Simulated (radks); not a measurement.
Neutral samarium inside a hard spherical wall (all orbitals vanish at R), configuration held at [Xe] 4f6 6s2 and not refilled when levels cross. All-electron calculation, scalar-relativistic Kohn-Sham, PBE, spin-unpolarised, spherical densities, point nucleus. Program: a radial shooting solver on a logarithmic mesh with Libxc functionals. Eigenvalues in eV, with the zero of energy where the potential of the charges vanishes at infinity; a dash marks a level that is unbound or too diffuse for the functional's potential to be trusted. A positive occupied level is held by the wall or, in an anion where self-interaction has pushed it up, behind a barrier. The pressure on the wall is -dE/dV.

[
 {"R (bohr)": "free", "E (hartree)": "-10427.2126", "kinetic (hartree)": "11146.905", "e(5s)": "-43.270", "e(5p)": "-23.232", "e(6s)": "-3.583", "e(4f)": "-2.472", "e(5d, empty)": "-1.683", "e(6p, empty)": "-1.208", "pressure (GPa)": "0"},
 {"R (bohr)": "20", "E (hartree)": "-10427.2126", "kinetic (hartree)": "11146.905", "e(5s)": "-43.270", "e(5p)": "-23.232", "e(6s)": "-3.583", "e(4f)": "-2.472", "e(5d, empty)": "-1.683", "e(6p, empty)": "-1.208", "pressure (GPa)": "< 0.0001"},
 {"R (bohr)": "12", "E (hartree)": "-10427.2121", "kinetic (hartree)": "11146.911", "e(5s)": "-43.225", "e(5p)": "-23.186", "e(6s)": "-3.548", "e(4f)": "-2.427", "e(5d, empty)": "-1.640", "e(6p, empty)": "-1.088", "pressure (GPa)": "0.00822"},
 {"R (bohr)": "7", "E (hartree)": "-10427.1594", "kinetic (hartree)": "11147.195", "e(5s)": "-41.846", "e(5p)": "-21.839", "e(6s)": "-2.123", "e(4f)": "-1.065", "e(5d, empty)": "-0.336", "e(6p, empty)": "1.463", "pressure (GPa)": "2.29"},
 {"R (bohr)": "5", "E (hartree)": "-10426.8675", "kinetic (hartree)": "11148.334", "e(5s)": "-38.873", "e(5p)": "-19.021", "e(6s)": "3.114", "e(4f)": "2.025", "e(5d, empty)": "3.026", "e(6p, empty)": "9.386", "pressure (GPa)": "32.5"},
 {"R (bohr)": "3.5", "E (hartree)": "-10425.2759", "kinetic (hartree)": "11154.329", "e(5s)": "-31.149", "e(5p)": "-11.444", "e(6s)": "24.597", "e(4f)": "11.038", "e(5d, empty)": "13.713", "e(6p, empty)": "37.571", "pressure (GPa)": "501"},
 {"R (bohr)": "2", "E (hartree)": "-10402.9360", "kinetic (hartree)": "11226.939", "e(5s)": "23.951", "e(5p)": "52.354", "e(6s)": "210.74", "e(4f)": "67.744", "e(5d, empty)": "98.766", "e(6p, empty)": "244.87", "pressure (GPa)": "30000"},
 {"R (bohr)": "1.5", "E (hartree)": "-10348.2858", "kinetic (hartree)": "11387.685", "e(5s)": "139.71", "e(5p)": "184.80", "e(6s)": "534.42", "e(4f)": "146.00", "e(5d, empty)": "254.73", "e(6p, empty)": "583.95", "pressure (GPa)": "218000"}
]
